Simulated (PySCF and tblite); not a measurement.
Results of a calculation; reference values are marked as such.
C8H12BF, numbered as in [CH3:1][C:2]#[C:3][C@@H:4]1[CH2:5][CH2:6][CH2:7][B:8]([F:9])[CH2:10]1.

Conformers came from 200 starts (ETKDG and KDG, UFF, GFN2-xTB); geometries are GFN2-xTB. Energies: PBE0-D3(BJ)/def2-SVP, with GFN2-xTB thermal terms (modes under about 100 cm⁻¹ blended into free rotors). Symmetry numbers and mirror images are counted. Conformers within 2.5 kcal/mol (GFN2-xTB free energy) were kept, 4 at most. GIAO shieldings: KT2/6-31G*. Shifts are against CFCl3 (¹⁹F) at the same level. Codes: tblite and PySCF.

The 6-ring runs over atoms 4–5–6–7–8–10.

| conformer | shape | symmetry | E(GFN2) kcal/mol | E(DFT) kcal/mol |
| --- | --- | --- | --- | --- |
| 1 | 6-ring chair (C3 axial) | C1 | 0.31 | 0.00 |
| 2 | 6-ring flattened chair (ring torsions 64, -42, 24, -24, 42, -64°) | C1 | 0.00 | 0.49 |

Question: How much do the weights at 298.15 K and the averaged shift of F9 depend on how the conformers are weighted?

Answer: 
```csv
weighting,1 (%),2 (%),δ (ppm),rms dipole (D)
"DFT energy with thermal terms, symmetry and mirror images (full scheme)",59,41,-33.9,1.26
DFT energy with symmetry and mirror images,69,31,-33.5,1.26
bare DFT energy,69,31,-33.5,1.26
GFN2-xTB energy with symmetry and mirror images,37,63,-34.9,1.27
GFN2-xTB free energy,28,72,-35.3,1.27
leading conformer alone,100,0,-32.3,1.25
equal weights,50,50,-34.3,1.27
"full scheme, search stopped after three starts",0,100,-36.4,1.28
```

The largest departure from the full scheme, 2.5 ppm, comes with: full scheme, search stopped after three starts.

Unscaled ¹⁹F shifts at such levels can be off by tens of ppm; differences between conformers or isomers are more reliable.


Conformer gaps in def2-SVP on xTB geometries can be 2 kcal/mol too large for S=O, P=O and other polar bonds.